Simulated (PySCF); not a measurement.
AlCl2H3O2Si, SMILES [OH][Al]([OH])[SiH](Cl)Cl.

The structure is a stationary point at B3LYP-D3(BJ)/def2-SVP. The structure was generated by enumeration; whether it is a known compound was not checked. One conformer was computed; it need not be the lowest.

Two levels are set side by side: PBE/def2-TZVP (PySCF) and CAM-B3LYP/def2-TZVP (PySCF). Same geometry, gas phase. Differences are taken from unrounded values.

```
quantity                       PBE
---------------------------  -----
orbital gap (eV)              4.58
highest occupied level (eV)  -6.76
lowest empty level (eV)      -2.18
dipole moment (D)             1.64
mean polarisability (bohr³)   84.6
```

**Question.** These are the PBE values. What does CAM-B3LYP give? (Estimate from the structure and the level; the computed values follow.)

**Answer.** 
| quantity | CAM-B3LYP | PBE minus CAM-B3LYP |
|---|---|---|
| orbital gap (eV) | 8.89 | -4.32 |
| highest occupied level (eV) | -9.29 | 2.53 |
| lowest empty level (eV) | -0.39 | -1.79 |
| dipole moment (D) | 1.73 | -0.10 |
| mean polarisability (bohr³) | 78.5 | 6.0 |

PBE's occupied levels lie high since its potential decays too fast outside the molecule; exact exchange lowers them and widens the gap. PBE's more diffuse valence density responds more strongly to a field. Differences between two approximate levels are no errors against the true value.

Rough cost on one machine, each run with all the roots and properties that it gave: CAM-B3LYP against PBE within a factor of 2.
